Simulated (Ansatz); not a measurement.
Ansatz (a first-principles code) input:

Ansatz 0.2 input:
```yaml
crystal:
  periodic: [false, false, false]
  atoms:
    - {symbol: Te, position_ang: [0.01779499, -0.00052822, 1.03507925]}
    - {symbol: Br, position_ang: [0.80142767, -1.69459609, -0.50589392]}
    - {symbol: Br, position_ang: [-0.86464461, 1.65985509, -0.48950707]}
basis:
  gaussian:
    orbitals: def2-TZVP
hamiltonian:
  xc: b3lyp
  dispersion: d3bj
total_charge: 1
magnetization: {spin_polarized: true, initial_magnetization: 1}
relax: {f_tol: 0.002, max_steps: 150}
```

### Question
Which total energy does the run end on?

### Answer
-5416.22579 Eh (B3LYP-D3(BJ)/def2-TZVP). The basis has 146 functions.
